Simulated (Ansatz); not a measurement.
Mulliken charges of CH3FSSe, SMILES `FC(S)[SeH]` from r2SCAN/def2-TZVPP in Ansatz (PBE0-D4/def2-TZVP geometry).

| atom | x (Å) | y (Å) | z (Å) | charge (e) |
| --- | --- | --- | --- | --- |
| F1 | 0.187 | -1.467 | -0.165 | -0.187 |
| C2 | -0.025 | -0.138 | 0.085 | 0.119 |
| S3 | 1.407 | 0.658 | 0.813 | -0.114 |
| Se4 | -0.393 | 0.828 | -1.578 | -0.061 |
| H5 | -0.885 | -0.062 | 0.748 | 0.096 |
| H6 | 1.143 | 0.287 | 2.077 | 0.093 |
| H7 | -1.373 | -0.173 | -2.025 | 0.054 |

Task: By hand: the dipole of these point charges (1 e Å = 4.8032 D).

Result: Σ q r = (-0.227, 0.144, 0.200) e Å, of length 0.335 e Å = 1.61 D.

Task: How does the dipole of the full density compare? (An estimate is asked.)

Result: Ansatz gave: (-0.266, 0.008, 0.261) e Å, 1.79 D; the point charges give 0.90 times that, at 24° from its direction.

Point charges leave out the atoms' own dipoles, such as those of lone pairs, and Mulliken's split depends on the basis, so the two needn't agree.
